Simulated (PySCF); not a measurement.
**`COCO[SiH2][AsH]C`, C3H11AsO2Si**

Geometry:
```json
{"atom": "C1", "x (Å)": "-2.905", "y (Å)": "-0.054", "z (Å)": "0.642"}
{"atom": "O2", "x (Å)": "-2.185", "y (Å)": "-1.242", "z (Å)": "0.378"}
{"atom": "C3", "x (Å)": "-1.695", "y (Å)": "-1.311", "z (Å)": "-0.915"}
{"atom": "O4", "x (Å)": "-0.707", "y (Å)": "-0.384", "z (Å)": "-1.171"}
{"atom": "Si5", "x (Å)": "0.663", "y (Å)": "-0.291", "z (Å)": "-0.284"}
{"atom": "As6", "x (Å)": "1.653", "y (Å)": "1.523", "z (Å)": "-1.305"}
{"atom": "C7", "x (Å)": "3.488", "y (Å)": "1.032", "z (Å)": "-0.754"}
{"atom": "H8", "x (Å)": "-3.180", "y (Å)": "-0.091", "z (Å)": "1.694"}
{"atom": "H9", "x (Å)": "-2.291", "y (Å)": "0.831", "z (Å)": "0.451"}
{"atom": "H10", "x (Å)": "-3.807", "y (Å)": "-0.005", "z (Å)": "0.022"}
{"atom": "H11", "x (Å)": "-2.497", "y (Å)": "-1.143", "z (Å)": "-1.653"}
{"atom": "H12", "x (Å)": "-1.299", "y (Å)": "-2.328", "z (Å)": "-1.026"}
{"atom": "H13", "x (Å)": "0.387", "y (Å)": "-0.189", "z (Å)": "1.158"}
{"atom": "H14", "x (Å)": "1.402", "y (Å)": "-1.562", "z (Å)": "-0.419"}
{"atom": "H15", "x (Å)": "1.426", "y (Å)": "2.424", "z (Å)": "-0.113"}
{"atom": "H16", "x (Å)": "3.525", "y (Å)": "0.709", "z (Å)": "0.285"}
{"atom": "H17", "x (Å)": "3.841", "y (Å)": "0.214", "z (Å)": "-1.381"}
{"atom": "H18", "x (Å)": "4.171", "y (Å)": "1.872", "z (Å)": "-0.885"}
```

Theory: PySCF 2.14.0, GIAO B3LYP/pcSseg-1 magnetisability, rotational g tensor and spin-rotation constants, non-relativistic, gas phase. Geometry: GFN2-xTB.

The calculation is non-relativistic, which matters for the atoms heavier than Zn.

Question: How diamagnetic is it, and how anisotropic?

Answer: Isotropic -1554 × 10⁻³⁰ J/T², or -93.6 × 10⁻⁶ cm³/mol; principal values -1652, -1547, -1462 × 10⁻³⁰ J/T², anisotropy 165 × 10⁻³⁰ J/T² (root of half the summed squared differences of the principal values). The susceptibility is in cgs units.

Question: Split it along the inertial axes a, b, c into diamagnetic and paramagnetic parts about the centre of mass, with the quadrupole moment.

Answer: 
| axis | χ (10⁻⁶ cm³/mol) | diamagnetic (10⁻⁶ cm³/mol) | paramagnetic (10⁻⁶ cm³/mol) | summed x² of all electrons (Å²) | quadrupole Θ (D Å) |
| --- | --- | --- | --- | --- | --- |
| a | -94.0 | -455.6 | 361.6 | 453.1 | +3.06 |
| b | -95.6 | -2114.4 | 2018.8 | 62.1 | -1.56 |
| c | -91.1 | -2185.8 | 2094.7 | 45.3 | -1.50 |

Anisotropies 2χaa − χbb − χcc = -1.2 and 2χbb − χaa − χcc = -6.1 × 10⁻⁶ cm³/mol. Θ is traceless in Buckingham's convention.

Question: And the rotational g tensor?

Answer: 
| axis | rotational constant (GHz) | g | nuclear part | electronic part |
| --- | --- | --- | --- | --- |
| a | 3.9321 | -0.0378 | 0.6303 | -0.6681 |
| b | 0.5834 | -0.0044 | 0.5489 | -0.5533 |
| c | 0.5635 | -0.0054 | 0.5491 | -0.5545 |

Asymmetric top; isotopes 75As, 12C, 1H, 16O, 28Si; no vibrational averaging.
